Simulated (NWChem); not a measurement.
System: BF2, doublet; SMILES F[B]F

NWChem input:

```
start job
memory heap 200 mb stack 900 mb global 1100 mb
geometry units angstroms noautoz
  F      1.136628     0.000000    -0.131689
  B      0.000000     0.000000     0.512857
  F     -1.136628     0.000000    -0.131689
end
basis spherical
  F library def2-tzvpp
  B library def2-tzvpp
end
dft
  odft
  mult 2
  xc b3lyp
  iterations 150
  mulliken
end
task dft energy
```

In the optimisation the excess spin sits in a1 (C2v, its own frame). All runs use the structure optimised with PBE0/def2-SVP, spin-unrestricted. No stability test was run on the SCF state.

**Question.** Predict the main results of this run. (B3LYP/def2-TZVPP, spin-unrestricted.) Quantities: basis functions; energy (Ha); highest occupied level (eV); lowest empty minus highest occupied level, either spin (eV); dipole (D); <S²>.

**Answer.** 
| Item | Result |
|---|---|
| number of basis functions | 93 |
| energy (Ha) | -224.68 |
| highest occupied level (eV) | -6.98 |
| lowest empty minus highest occupied level, either spin (eV) | 4.16 |
| dipole (D) | 0.31 |
| <S²> | 0.751 |
